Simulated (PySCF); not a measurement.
Ar²⁺ (argon, charge +2): UHF calculation

Configuration: [Ne] 3s2 3p4, high-spin 3P determinant. Calculation: PySCF 2.14, in x2c-QZVPPall; scalar relativity by spin-free X2C-1e.

```json
{
  "Total energy": "-527.129486 hartree",
  "One-electron energy": "-712.0643 hartree",
  "Hartree (Coulomb) energy": "214.5754 hartree",
  "Exchange energy": "-29.6406 hartree",
  "⟨S²⟩": "2.0098",
  "⟨L²⟩": "2.034",
  "Sum of ⟨r⟩": "11.79 bohr",
  "Sum of ⟨r²⟩": "15.65 bohr²",
  "Traceless quadrupole moment −½Σ⟨3z² − r²⟩ along its main axis": "-1.01 e·bohr²",
  "Langevin diamagnetic susceptibility": "-12.4 ×10⁻⁶ cm³/mol"
}
```

| shell | electrons | mean orbital energy (eV) | spread (eV) | rms radius, mean of both spins (bohr) |
| --- | --- | --- | --- | --- |
| 1s α | 1 | -3271.8 | 0 | 0.0991 |
| 1s β | 1 | -3270.9 | 0 | 0.0991 |
| 2s α | 1 | -368.07 | 0 | 0.446 |
| 2s β | 1 | -367.23 | 0 | 0.446 |
| 2p α | 3 | -291.20 | 0.921 | 0.416 |
| 2p β | 3 | -289.66 | 0.737 | 0.416 |
| 3s α | 1 | -63.915 | 0 | 1.43 |
| 3s β | 1 | -55.966 | 0 | 1.43 |
| 3p α | 3 | -43.566 | 2.578 | 1.59 |
| 3p β | 1 | -40.435 | 0 | 1.59 |

Densities and radii are taken from the X2C orbitals without a picture-change correction, which distorts them close to the nucleus.

Spin-orbit constants ζ (cm⁻¹) from the X2C one-electron operator on these orbitals: bare nucleus, nucleus screened by l(l+1)(2l+1)/3 electrons, and screened by the Breit-Pauli mean field of the electrons.

| shell | bare | screened nucleus | mean field |
| --- | --- | --- | --- |
| 2p | 13160 | 11700 | 11040 |
| 3p | 1225 | 1089 | 1018 |

To first order the Landé constant is A = -508.9 cm⁻¹, so the lowest level has J = 2 and lies 0.0631 eV below the centre of the term. This holds in LS coupling only.
